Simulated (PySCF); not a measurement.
## Correlation energy of Hf (hafnium, neutral)

Starting occupation: [Xe] 4f14 5d2 6s2, 5d3/2 with m_j = +1/2, +3/2. Computed with PySCF 2.14 in x2c-SVPall-2c (7s9p9d2f, 93 functions), with X2C-1e with screened-nucleus spin-orbit coupling, Gaussian nucleus. Frozen: [Kr] 4d10 4f14; 12 electrons correlated; the 32 highest virtual spinors left out.

MP2 pair energies summed by pair of shells (mhartree):

```json
{"pair": "5p-5p", "energy": "-74.98", "share (%)": "50.4"}
{"pair": "5d-5p", "energy": "-23.74", "share (%)": "16.0"}
{"pair": "5d-6s", "energy": "-13.09", "share (%)": "8.8"}
{"pair": "6s-6s", "energy": "-12.41", "share (%)": "8.3"}
{"pair": "5p-6s", "energy": "-12.16", "share (%)": "8.2"}
{"pair": "5p-5s", "energy": "-4.42", "share (%)": "3.0"}
{"pair": "5s-5s", "energy": "-2.99", "share (%)": "2.0"}
{"pair": "5d-5d", "energy": "-2.64", "share (%)": "1.8"}
{"pair": "5d-5s", "energy": "-1.34", "share (%)": "0.9"}
{"pair": "5s-6s", "energy": "-0.88", "share (%)": "0.6"}
```

Total MP2 correlation energy: -148.66 mhartree.

The GHF reference relaxed away from the jj start to a determinant that is no pure jj level (⟨S²⟩ = 1.95, ⟨J²⟩ = 6.67); the energies belong to that determinant.

This basis was not built for core-valence correlation, so the inner-shell part is incomplete.
